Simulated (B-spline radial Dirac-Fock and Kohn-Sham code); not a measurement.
**X-ray lines that fill the 2p1/2 vacancy in Se⁺**

System: selenium as Se⁺, configuration [Ar] 3d10 4s1 4p4 (an excited configuration).

The computed values come from a radial B-spline solver: one-electron (LDA, Dirac) transition rates at Dirac-Fock energies.

```
line  multipole  energy (eV)  rate (s⁻¹)  share (%)
  Lη         E1            –    9.32e+11       3.39
 Lβ1         E1       1421.7    2.65e+13       96.4
 Lγ5         E1       1463.6    6.17e+10      0.225
```

The listed lines hold 100.0 % of the radiative rate. A dash stands for an energy that rests on an unreliable hole state. The radiative width is 0.0181 eV in the length form and 0.0186 eV in the velocity form; the two differ because the transition energies are not eigenvalue differences of the potential that gave the orbitals.
